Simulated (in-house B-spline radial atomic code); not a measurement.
Ge6+: [Ne] 3s2 (3p1/2)1 (3p3/2)4 3d9 (with a hole in an inner shell)

Level of theory: Dirac-Hartree-Fock, average of the jj configuration, Fermi nucleus of rms radius 4.0742 fm; calculated with a radial B-spline atomic code at the basis-set limit.

Effective charges: Z_r = [3n² - l(l+1)]/(2<r>) from the radius, Z_e = n√(-2ε) from the energy, and Slater's rules. Values are occupation-weighted means over j.

| shell | electrons | ε (eV) | <r> (bohr) | Z_r | Z_e | Slater |
| --- | --- | --- | --- | --- | --- | --- |
| 1s | 2 | -11304 | 0.04697 | 31.93 | 28.82 | 31.70 |
| 2s | 2 | -1568.6 | 0.2088 | 28.73 | 21.47 | 27.85 |
| 2p | 6 | -1380.9 | 0.1835 | 27.25 | 20.15 | 27.85 |
| 3s | 2 | -304.95 | 0.6112 | 22.09 | 14.20 | 21.10 |
| 3p | 5 | -246.78 | 0.6275 | 19.92 | 12.78 | 21.10 |
| 3d | 9 | -148.73 | 0.653 | 16.08 | 9.92 | 12.20 |

The least bound orbital is 3d3/2 at -147.5 eV, while the most diffuse is 3d5/2 (<r> = 0.6532 bohr against 0.6529 bohr): energy order and size order differ.

For the 1s electron the small component carries 1.34 % of the norm, the zero-frequency Breit interaction raises the level by 16.09 eV, self-energy by 8.386 eV, and vacuum polarisation lowers it by 0.8087 eV.
